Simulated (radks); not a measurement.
Values are calculated unless marked as measured or tabulated.
Successive ionisation energies (eV) of one element, from differences of total energies of ions in their ground configurations, starting at charge 44: 3576.9, 3673.8, 3873.1, 3959.8, 9017.3, 9272.9, 9530.4, 9789.5, 10552.9, 10831.1, 11217.2, 11430.7, 46847, 47802. Code: a radial shooting solver on a logarithmic mesh with Libxc functionals. Model: Dirac Kohn-Sham, relativistic LDA (MacDonald-Vosko exchange, VWN5 correlation), spin-unpolarised, spherical densities, finite nucleus; open shells fill j = l - 1/2 first; Fermi nuclear charge, rms radius 4.8771 fm. Which element is it?

Answer. Cerium (Z = 58). The first species listed is Ce44+ in [Ne] 3s2 3p2, the last Ce57+ in 1s1.
